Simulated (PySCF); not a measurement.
F₄Ge, SMILES [F][Ge]([F])([F])[F] (connectivity only; charge and spin as stated), charge -1, multiplicity 2.

Geometry: B3LYP-D3(BJ)/def2-SVPD. The multiplicity is an assumed one; other spin states were not compared. The isomer is the one that the SMILES or the coordinates give; other isomers of the formula were not compared.

Level of theory: B3LYP-D3(BJ)/def2-SVPD (PySCF).

Frequencies are harmonic and unscaled.

```json
[
 {"mode": "1", "ν (cm⁻¹)": "127", "IR (km/mol)": "9.2", "moving atoms (share of kinetic energy)": "F 77 %, Ge 23 %"},
 {"mode": "2", "ν (cm⁻¹)": "133", "IR (km/mol)": "2.4", "moving atoms (share of kinetic energy)": "F 96 %"},
 {"mode": "3", "ν (cm⁻¹)": "216", "IR (km/mol)": "0.0", "moving atoms (share of kinetic energy)": "F 100 %"},
 {"mode": "4", "ν (cm⁻¹)": "250", "IR (km/mol)": "25.9", "moving atoms (share of kinetic energy)": "F 73 %, Ge 27 %"},
 {"mode": "5", "ν (cm⁻¹)": "259", "IR (km/mol)": "7.5", "moving atoms (share of kinetic energy)": "F 89 %, Ge 11 %"},
 {"mode": "6", "ν (cm⁻¹)": "450", "IR (km/mol)": "3.2", "moving atoms (share of kinetic energy)": "F 99 %"},
 {"mode": "7", "ν (cm⁻¹)": "491", "IR (km/mol)": "254.1", "moving atoms (share of kinetic energy)": "F 62 %, Ge 38 %"},
 {"mode": "8", "ν (cm⁻¹)": "594", "IR (km/mol)": "134.8", "moving atoms (share of kinetic energy)": "F 75 %, Ge 25 %"},
 {"mode": "9", "ν (cm⁻¹)": "596", "IR (km/mol)": "99.2", "moving atoms (share of kinetic energy)": "F 80 %, Ge 20 %"}
]
```
